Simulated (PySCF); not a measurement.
ethenyl silylformate (C3H6O2Si), SMILES C=COC(=O)[SiH3].

The structure is a stationary point at PBE0-D3(BJ)/def2-SVP. One conformer was computed; it need not be the lowest.

Calculation: TDDFT-PBE/def2-SVPD (PySCF 2.14.0).

Vertical excitations. Gas-phase values at a fixed geometry.

```csv
state,energy (eV),λ (nm),f,main pairs
S1,4.42,280,0.002,HOMO→LUMO 99 %
S2,4.89,254,0.158,HOMO−1→LUMO 93 %
S3,5.95,209,0.000,HOMO→LUMO+1 99 %
S4,6.15,202,0.002,HOMO−1→LUMO+2 100 %
S5,6.16,201,0.004,HOMO→LUMO+2 93 %
S6,6.43,193,0.009,HOMO−2→LUMO 95 %
S7,6.50,191,0.005,HOMO−1→LUMO+3 95 %
S8,6.50,191,0.073,HOMO→LUMO+3 82 %
S9,6.71,185,0.030,"HOMO−3→LUMO 60 %, HOMO→LUMO+4 29 %"
S10,6.80,182,0.002,"HOMO−4→LUMO 80 %, HOMO−1→LUMO+4 18 %"
T1,3.84,323,0,HOMO−1→LUMO 94 %
T2,3.88,319,0,HOMO→LUMO 99 %
T3,5.19,239,0,HOMO−1→LUMO+1 89 %
T4,5.81,213,0,HOMO→LUMO+1 99 %
```
Triplets are in the Tamm–Dancoff approximation, which puts them higher than full response would, so one can lie above its singlet here.
